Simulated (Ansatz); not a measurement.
Calculated with Ansatz (gas phase, PBE0-D4/def2-TZVP geometries, no zero-point term in ΔE). CCSD(T)/CBS is the MP2 limit (def2-TZVPP, def2-QZVPP) plus CCSD(T) − MP2 in def2-TZVPP, frozen cores. This one scheme is used for every species. Functionals use def2-TZVPP. B3LYP here is the variant with VWN-RPA as its local correlation; programs differ in this. One conformer a species, not always the lowest.

`N#[C][AlH2]` + `O[SiH2]N[SiH](O)F` → `N#[C][AlH][OH]` + `O[SiH](F)N[SiH3]`  (redistribution)

```json
{"level": "B3LYP-D4", "ΔE (kJ/mol)": "-34.5"}
{"level": "ωB97X-V", "ΔE (kJ/mol)": "-32.5"}
{"level": "r2SCAN", "ΔE (kJ/mol)": "-36.4"}
{"level": "B3LYP", "ΔE (kJ/mol)": "-35.8"}
{"level": "SCS-MP2/def2-TZVPP", "ΔE (kJ/mol)": "-35.4"}
{"level": "CCSD/def2-TZVPP", "ΔE (kJ/mol)": "-34.3"}
{"level": "SCS-MP2/def2-QZVPP", "ΔE (kJ/mol)": "-34.8"}
{"level": "MP2/CBS(def2)", "ΔE (kJ/mol)": "-35.2"}
```

Problem. What does CCSD(T)/CBS give? (An estimate is asked.)

Solution. Computed: -33.9 kJ/mol. The listed levels differ from it by -0.6, 1.4, -2.5, -1.9, -1.5, -0.4, -0.9, -1.3 kJ/mol.

Largest T1 diagnostic among the species: 0.014.

In def2-TZVPP, CCSD(T) changes the Hartree–Fock value by −6.6 kJ/mol (the triples alone add −0.5 kJ/mol) and MP2 by −7.8 kJ/mol.
